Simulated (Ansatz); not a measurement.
C8H16 can be A, `C[C@@H]1CCCC[C@H]1C`, or B, `C=CCCCCCC`.

Computed with Ansatz on PBE0-D4/def2-TZVP structures; ΔE is electronic, products minus reactants. CCSD(T)/CBS adds triple-zeta CCSD(T) − MP2 to the extrapolated MP2 energy (def2 sets, frozen cores). Functionals use def2-TZVPP. B3LYP here is the variant with VWN-RPA as its local correlation; programs differ in this. Each species was taken in one conformer, which may not be the lowest.

A:

Z-matrix (Å, degrees):
```
C
C 1 1.524
H 1 1.093 2 110.8
H 1 1.093 2 110.9 3 119.7
H 1 1.092 2 112.3 3 -120.2
C 2 1.531 1 111.7 3 -176.8
C 2 1.538 1 111.8 3 57.8
H 2 1.097 1 107.0 3 -59.3
C 6 1.523 2 112.8 1 -72.1
H 6 1.096 2 109.3 1 166.8
H 6 1.095 2 109.3 1 51.1
C 7 1.531 2 111.2 1 73.7
C 7 1.524 2 111.8 1 -160.6
H 7 1.097 2 107.2 1 -43.6
C 9 1.522 6 111.0 2 -55.3
H 9 1.096 6 110.0 2 65.8
H 9 1.094 6 109.9 2 -177.7
H 12 1.096 7 109.3 2 -67.4
H 12 1.095 7 109.3 2 176.8
H 13 1.092 7 112.3 2 -62.3
H 13 1.093 7 110.8 2 57.8
H 13 1.093 7 110.9 2 177.5
H 15 1.094 9 110.4 6 177.3
H 15 1.096 9 109.3 6 -66.2
```

B:

Z-matrix (Å, degrees):
```
C
C 1 1.492
C 1 1.531 2 113.7
H 1 1.096 2 109.1 3 122.1
H 1 1.094 2 109.2 3 -121.9
C 2 1.326 1 124.8 3 114.3
H 2 1.089 1 116.6 3 -65.3
C 3 1.523 1 115.3 2 58.0
H 3 1.096 1 108.3 2 -179.6
H 3 1.095 1 108.5 2 -64.4
H 6 1.084 2 121.8 1 -179.6
H 6 1.086 2 121.3 1 0.7
C 8 1.520 3 114.5 1 59.6
H 8 1.096 3 109.8 1 -63.8
H 8 1.096 3 108.4 1 -178.7
C 13 1.520 8 113.1 3 175.7
H 13 1.098 8 109.4 3 53.7
H 13 1.096 8 110.1 3 -62.3
C 16 1.519 13 113.1 8 179.7
H 16 1.096 13 109.2 8 -58.0
H 16 1.096 13 109.1 8 57.4
H 19 1.094 16 111.1 13 59.7
H 19 1.094 16 111.1 13 -59.8
H 19 1.092 16 111.7 13 180.0
```

**Question.** Which is lower in electronic energy at CCSD(T)/CBS, and by how much? (Estimate.)

**Answer.** Computed: A, by 22.4 kcal/mol.

**Question.** Give E(B) − E(A) in kcal/mol with ωB97M-V, CCSD/def2-TZVPP, B2PLYP, CCSD(T)/def2-TZVPP, PBE-D4, MP2/def2-TZVPP, B3LYP-D4. (Best estimate.)

**Answer.** Ansatz gave: ωB97M-V 23.1, CCSD/def2-TZVPP 22.3, B2PLYP 18.6, CCSD(T)/def2-TZVPP 22.7, PBE-D4 22.1, MP2/def2-TZVPP 25.7, B3LYP-D4 19.3. None reverses the order clearly.

Largest T1 diagnostic: 0.009.

From PBE to PBE0 (25 % exact exchange), in def2-TZVPP and without D4, E(B) − E(A) moves by +3.3 kcal/mol. In def2-TZVPP, CCSD(T) changes the Hartree–Fock value by +8.2 kcal/mol (the triples alone add +0.4 kcal/mol) and MP2 by +11.2 kcal/mol.
